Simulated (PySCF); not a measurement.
Species: `FC(F)(F)CN1CCC[SiH2]1`. The columns A, B, C and D hold Mulliken, IAO, Hirshfeld and ESP-fitted charges (e) of one PBE0/pcSseg-1 density (PySCF), in a shuffled order. Coordinates in Å (GFN2-xTB); the density's dipole moment is (-1.69, -0.73, -1.18) D.

| atom | x | y | z | A | B | C | D |
| --- | --- | --- | --- | --- | --- | --- | --- |
| F1 | 2.560 | -0.738 | 1.015 | -0.272 | -0.287 | -0.091 | -0.249 |
| C2 | 2.471 | 0.358 | 0.247 | +0.761 | +0.789 | +0.255 | +0.826 |
| F3 | 3.732 | 0.697 | -0.071 | -0.276 | -0.291 | -0.103 | -0.251 |
| F4 | 1.997 | 1.335 | 1.031 | -0.268 | -0.282 | -0.088 | -0.238 |
| C5 | 1.615 | 0.143 | -1.007 | -0.016 | -0.188 | -0.047 | -0.684 |
| N6 | 0.225 | 0.045 | -0.739 | -0.823 | -0.513 | -0.177 | -0.069 |
| C7 | -0.252 | -1.154 | -0.074 | +0.024 | -0.148 | -0.031 | -0.163 |
| C8 | -1.766 | -1.164 | -0.258 | -0.214 | -0.249 | -0.069 | -0.035 |
| C9 | -2.271 | 0.255 | 0.005 | -0.546 | -0.547 | -0.159 | -0.337 |
| Si10 | -0.883 | 1.368 | -0.662 | +0.787 | +0.869 | +0.363 | +0.515 |
| H11 | 1.797 | 1.000 | -1.659 | +0.142 | +0.160 | +0.053 | +0.233 |
| H12 | 1.998 | -0.767 | -1.490 | +0.135 | +0.151 | +0.048 | +0.227 |
| H13 | 0.215 | -2.036 | -0.527 | +0.114 | +0.133 | +0.039 | +0.095 |
| H14 | 0.001 | -1.149 | 0.994 | +0.116 | +0.118 | +0.021 | +0.100 |
| H15 | -2.231 | -1.897 | 0.402 | +0.125 | +0.140 | +0.043 | +0.054 |
| H16 | -1.990 | -1.439 | -1.290 | +0.122 | +0.136 | +0.039 | +0.043 |
| H17 | -3.240 | 0.417 | -0.458 | +0.144 | +0.150 | +0.039 | +0.095 |
| H18 | -2.401 | 0.413 | 1.076 | +0.144 | +0.147 | +0.039 | +0.099 |
| H19 | -0.537 | 2.449 | 0.264 | -0.094 | -0.144 | -0.087 | -0.119 |
| H20 | -1.045 | 1.874 | -2.028 | -0.105 | -0.144 | -0.087 | -0.140 |

Question: Which column most likely holds the ESP-fitted charges?

Answer: D. Σ q r misses the density's dipole by 0.05 D (D), 1.06 D (A), 1.10 D (C), 1.75 D (B). Charges fitted to the outside potential are the only set here that is tied to the molecule's multipoles.

Question: And the Hirshfeld charges?

Answer: C. The mean sizes are 0.094 e (C), 0.229 e (D), 0.261 e (A), 0.279 e (B), and Hirshfeld charges are commonly the smallest of these schemes.

As computed, A = Mulliken, B = IAO, C = Hirshfeld, D = ESP-fitted. Hydrogens on carbon: Mulliken +0.11 to +0.14, IAO +0.12 to +0.16, Hirshfeld +0.02 to +0.05, ESP-fitted +0.04 to +0.23 e.

The ESP scheme fits charges at the nuclei, held to the total charge, to the electrostatic potential on points at 1.4 to 2.0 times the van der Waals radii. The Mulliken scheme gives each basis function's population to the atom it is centred on and halves the overlap population of two atoms between them.

The structure is a single GFN2-xTB conformer in the gas phase; no vibrational or solvent corrections.
